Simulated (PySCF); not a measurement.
C₆ coefficients of unlike pairs at PBE

Calculated with PySCF 2.14 from the dipole response of each species, C₆(A,B) = (3/π) ∫ α_A(iu) α_B(iu) du, in atomic units, from isotropic polarisabilities. For ions this is the dispersion term alone; charge-induced terms of lower order in 1/R come first.

| species | configuration | basis | relativity | α (bohr³) | C₆ (like pair) |
| --- | --- | --- | --- | --- | --- |
| P+ | [Ne] 3s2 3p2 (3P) | aug-cc-pwCVQZ (10s9p7d5f3g) | none | 14.45 | 74.57 |
| V(2+) | [Ar] 3d3 (4F) | aug-cc-pVTZ-DK (8s7p5d3f2g) | spin-free X2C | 5.050 | 15.16 |
| Se | [Ar] 3d10 4s2 4p4 (3P) | aug-cc-pVQZ-PP with ECP10MDF (7s6p5d3f2g) | core potential | 28.17 | 236.3 |
| Rh+ | [Kr] 4d8 (3F) | aug-cc-pVDZ-PP with ECP28MDF (5s5p4d2f) | core potential | 12.87 | 76.59 |

(1) Estimate C₆ for Se with P+.

No spin-orbit coupling is included.

The other pairs:

```tsv
pair	C₆
Rh+, P+	73.21
V(2+), P+	31.71
Rh+, V(2+)	33.92
Rh+, Se	129.0
Se, V(2+)	55.61
```

## Answers

(1) The integral gives 132.4. The combination rule 2 C_A C_B / (C_A α_B/α_A + C_B α_A/α_B) gives 132.2 and the geometric mean 132.7.
